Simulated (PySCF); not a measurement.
A geometry optimisation, step by step.

Compound: C2H7AlOSi.
Numbering: `[CH2:1]1[CH2:2][SiH2:3][O:4][AlH:5]1` (hydrogens: H6, H7 on C1; H8, H9 on C2; H10, H11 on Si3; H12 on Al5)

Method: PBE0-D3(BJ)/def2-SVP geometry optimisation, gas phase (PySCF 2.14.0); density fitting, grid level 1; the optimiser is geomeTRIC in internal coordinates, started from a GFN2-xTB structure with every atom displaced at random (about 0.01 Å). The frame can shift and turn from step to step; on so coarse a grid that alone can change the energy by a few meV, and forces under 0.02 eV/Å are noise.

Step 0: E = -18693.0669 eV, largest atomic force 1.247 eV/Å
```
atom  x, y, z in Å  |  force x, y, z in eV/Å
C1     -1.305    0.082    0.029   -0.556   1.027  -0.360
C2     -0.312   -1.047   -0.175    0.552  -0.117   0.220
Si3     1.440   -0.445    0.279   -0.214  -0.258   0.256
O4      1.359    1.177    0.039   -0.175   1.058  -0.218
Al5    -0.229    1.769   -0.275   -0.234  -1.185   0.308
H6     -2.234   -0.069   -0.567    0.315   0.154   0.146
H7     -1.648    0.093    1.075   -0.034   0.113   0.195
H8     -0.281   -1.319   -1.233    0.022  -0.260  -0.317
H9     -0.616   -1.927    0.399    0.041  -0.447   0.003
H10     2.483   -0.923   -0.625    0.446  -0.589  -0.265
H11     1.787   -0.651    1.705    0.086  -0.342   0.239
H12    -0.404    3.232   -0.659   -0.250   0.846  -0.207
```

Step 1: E = -18693.2153 eV, largest atomic force 0.232 eV/Å
```
atom  x, y, z in Å  |  force x, y, z in eV/Å
C1     -1.299    0.159   -0.070    0.088  -0.080   0.067
C2     -0.296   -1.019   -0.231   -0.049   0.108  -0.015
Si3     1.438   -0.486    0.354   -0.016  -0.022  -0.118
O4      1.385    1.181    0.151    0.118  -0.188   0.067
Al5    -0.199    1.792   -0.178   -0.066   0.073  -0.117
H6     -2.149    0.079   -0.765   -0.025   0.013  -0.021
H7     -1.746    0.131    0.943   -0.008   0.025  -0.008
H8     -0.207   -1.282   -1.302    0.019   0.009   0.067
H9     -0.641   -1.934    0.279   -0.010  -0.040  -0.015
H10     2.514   -1.125   -0.473   -0.048   0.135   0.015
H11     1.706   -0.865    1.779   -0.048   0.121  -0.001
H12    -0.468    3.331   -0.493    0.044  -0.154   0.080
```

Step 2: E = -18693.2234 eV, largest atomic force 0.062 eV/Å
```
atom  x, y, z in Å  |  force x, y, z in eV/Å
C1     -1.299    0.155   -0.069    0.032  -0.042   0.019
C2     -0.301   -1.022   -0.233   -0.024   0.019   0.039
Si3     1.435   -0.488    0.348    0.013  -0.021  -0.011
O4      1.390    1.174    0.148    0.030  -0.020  -0.009
Al5    -0.195    1.782   -0.185   -0.033   0.031  -0.042
H6     -2.153    0.079   -0.762    0.003  -0.001  -0.002
H7     -1.744    0.133    0.945   -0.001   0.018  -0.003
H8     -0.210   -1.286   -1.301    0.007   0.002  -0.004
H9     -0.645   -1.938    0.276    0.004  -0.016  -0.019
H10     2.519   -1.103   -0.476   -0.010   0.018  -0.017
H11     1.697   -0.837    1.780   -0.032   0.025   0.018
H12    -0.456    3.314   -0.478    0.009  -0.012   0.030
```

Step 3: E = -18693.2246 eV, largest atomic force 0.034 eV/Å
```
atom  x, y, z in Å  |  force x, y, z in eV/Å
C1     -1.297    0.152   -0.068    0.008  -0.017  -0.002
C2     -0.300   -1.025   -0.232   -0.011  -0.006   0.026
Si3     1.434   -0.488    0.346    0.017  -0.008   0.016
O4      1.391    1.172    0.139    0.004   0.020  -0.027
Al5    -0.195    1.781   -0.190   -0.006  -0.010  -0.008
H6     -2.153    0.076   -0.759    0.001  -0.005   0.001
H7     -1.739    0.135    0.947   -0.001   0.012   0.003
H8     -0.209   -1.289   -1.300    0.000   0.008  -0.010
H9     -0.643   -1.943    0.276    0.001  -0.005  -0.012
H10     2.519   -1.100   -0.479    0.001  -0.009  -0.004
H11     1.687   -0.823    1.783   -0.012   0.002   0.005
H12    -0.456    3.314   -0.468   -0.002   0.017   0.013
```

Step 4: E = -18693.2252 eV, largest atomic force 0.034 eV/Å
```
atom  x, y, z in Å  |  force x, y, z in eV/Å
C1     -1.296    0.149   -0.068   -0.010   0.005  -0.008
C2     -0.299   -1.027   -0.232    0.004  -0.014   0.010
Si3     1.434   -0.486    0.344    0.003   0.000   0.011
O4      1.393    1.172    0.124   -0.008   0.021  -0.026
Al5    -0.196    1.780   -0.195    0.007  -0.018   0.006
H6     -2.154    0.072   -0.755    0.001  -0.006   0.003
H7     -1.734    0.136    0.949   -0.001   0.005   0.004
H8     -0.208   -1.292   -1.300   -0.001   0.012  -0.006
H9     -0.641   -1.946    0.275    0.001   0.000  -0.005
H10     2.520   -1.102   -0.478    0.006  -0.016   0.009
H11     1.680   -0.809    1.785    0.003  -0.005  -0.002
H12    -0.459    3.315   -0.456   -0.006   0.016   0.004
```

Step 5: E = -18693.2257 eV, largest atomic force 0.025 eV/Å
```
atom  x, y, z in Å  |  force x, y, z in eV/Å
C1     -1.295    0.146   -0.067   -0.017   0.018  -0.004
C2     -0.298   -1.029   -0.231    0.012  -0.013  -0.001
Si3     1.436   -0.484    0.341   -0.012   0.007  -0.003
O4      1.394    1.173    0.104   -0.009   0.007  -0.014
Al5    -0.199    1.779   -0.201    0.014  -0.011   0.009
H6     -2.156    0.065   -0.750    0.000  -0.006   0.002
H7     -1.729    0.138    0.952    0.000  -0.003   0.003
H8     -0.207   -1.292   -1.300   -0.001   0.011  -0.001
H9     -0.637   -1.949    0.275    0.000   0.001  -0.001
H10     2.521   -1.109   -0.473    0.007  -0.013   0.016
H11     1.675   -0.791    1.786    0.011  -0.005  -0.004
H12    -0.466    3.317   -0.443   -0.007   0.005  -0.002
```

Step 6: E = -18693.2259 eV, largest atomic force 0.021 eV/Å
```
atom  x, y, z in Å  |  force x, y, z in eV/Å
C1     -1.295    0.143   -0.066   -0.012   0.017   0.004
C2     -0.296   -1.030   -0.231    0.009  -0.006  -0.003
Si3     1.437   -0.481    0.338   -0.014   0.007  -0.010
O4      1.394    1.174    0.087   -0.005  -0.004  -0.002
Al5    -0.202    1.778   -0.205    0.011  -0.001   0.006
H6     -2.159    0.060   -0.745    0.000  -0.003   0.001
H7     -1.725    0.137    0.955    0.001  -0.006   0.000
H8     -0.205   -1.291   -1.301    0.001   0.006   0.001
H9     -0.634   -1.951    0.274    0.001   0.000   0.000
H10     2.524   -1.116   -0.466    0.005  -0.005   0.011
H11     1.674   -0.778    1.787    0.009  -0.001  -0.002
H12    -0.474    3.317   -0.435   -0.004  -0.003  -0.005
```

**Question.** Summarise the path.

**Answer.** The energy falls by 3.67 kcal/mol from step 0 to step 6; nine tenths of that is first reached at step 1. It falls at every step. The largest force goes from 1.247 to 0.021 eV/Å. Among the bonds Al5–H12 changes most, from 1.523 to 1.581 Å; the atoms move by 0.091 Å rms after alignment.

**Question.** Follow the three bonds and two angles with the largest change from start to end.

**Answer.** 
```csv
step,E above end (kcal/mol),largest force (eV/Å),Al5–H12 (Å),C1–Al5 (Å),Si3–H10 (Å),O4–Si3–H10 (°),C1–Al5–H12 (°)
0,3.67,1.247,1.523,2.024,1.460,105.6,141.1
1,0.24,0.232,1.593,1.972,1.500,112.3,135.8
2,0.06,0.062,1.582,1.970,1.495,111.2,135.9
3,0.03,0.034,1.580,1.971,1.494,110.9,136.1
4,0.02,0.034,1.579,1.971,1.494,110.8,136.2
5,0.01,0.025,1.580,1.971,1.494,110.8,136.3
6,0.00,0.021,1.581,1.971,1.494,111.0,136.3
```

The cost below is that of the whole optimisation. The run took 37 s of wall time on one thread of an Arm Neoverse V1, no GPU, shared host with 32 logical CPUs at a one-minute load of 18, and the process peaked at 0.47 GiB of memory.
